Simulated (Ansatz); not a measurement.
A nudged elastic band was laid between two geometries of C₂H₄BN (8 atoms, charge 0, multiplicity 1).

Computed with Ansatz 0.2.0, RKS PBE-D4/def2-SVP.

```json
{
 "movable images": "5",
 "climbing image": "yes",
 "spring": "5.0 eV/Å²",
 "optimiser": "quadratic models (default)",
 "start path": "through a guess of the saddle point",
 "force threshold": "0.03 eV/Å",
 "iteration limit": "60",
 "end points": "relaxed"
}
```

Initial state:

```xyz
8
Properties=species:S:1:pos:R:3
C 0.261 1.140 -0.185
C -0.104 -0.268 0.081
N -1.049 -0.817 0.830
B -0.184 -1.726 0.117
H 0.205 1.341 -1.275
H -0.399 1.845 0.361
H 1.318 1.314 0.104
H 0.044 -2.887 -0.090
```

Final state:

```xyz
8
Properties=species:S:1:pos:R:3
C 0.255 1.151 -0.109
C -0.098 -0.283 -0.035
N -0.959 -1.025 -0.717
B -0.195 -1.701 0.304
H -0.340 1.681 -0.880
H 0.100 1.627 0.880
H 1.337 1.256 -0.333
H -0.009 -2.762 0.835
```

Problem. What changes between the two ends?

Solution. No bond is made or broken. The dihedral H6–C1–C2–N3 goes from 0 to 123°. The two ends are copies of one structure, up to a mirror image or an exchange of like atoms.

Problem. Give the energies along the band, and the barrier.

Solution. The forces met the threshold. The highest image is number 3 of 0 to 6, 0.5 kcal/mol above the ends, which have the same energy within 2 meV. A vibrational analysis at the climbing image gives one clearly imaginary mode, 111i cm⁻¹: a first-order saddle point.

```
image  path coordinate (Å)  energy (kcal/mol)  dihedral H6–C1–C2–N3 (°)
    0                 0.00                0.0                         0
    1                 0.38                0.1                        19
    2                 0.76                0.3                        38
    3                 1.14                0.5                        58
    4                 1.53                0.3                        79
    5                 1.92                0.1                       101
    6                 2.30                0.0                       123
```

Problem. What is the geometry of the highest image?

Solution. 
```xyz
8
Properties=species:S:1:pos:R:3
C 0.309 1.132 -0.165
C -0.094 -0.280 0.031
N -1.291 -0.841 0.136
B -0.156 -1.726 0.224
H -0.152 1.517 -1.099
H -0.101 1.747 0.663
H 1.405 1.267 -0.213
H 0.172 -2.872 0.367
```

Problem. What are the harmonic wavenumbers there?

Solution. 111i, 354, 376, 711, 774, 816, 945, 979, 1113, 1294, 1308, 1398, 1401, 1648, 2686, 2974, 3055, 3099 cm⁻¹.

Run time: 94 s on 1 thread of Arm Neoverse N1, with other jobs on the host, peak memory 0.13 GiB.
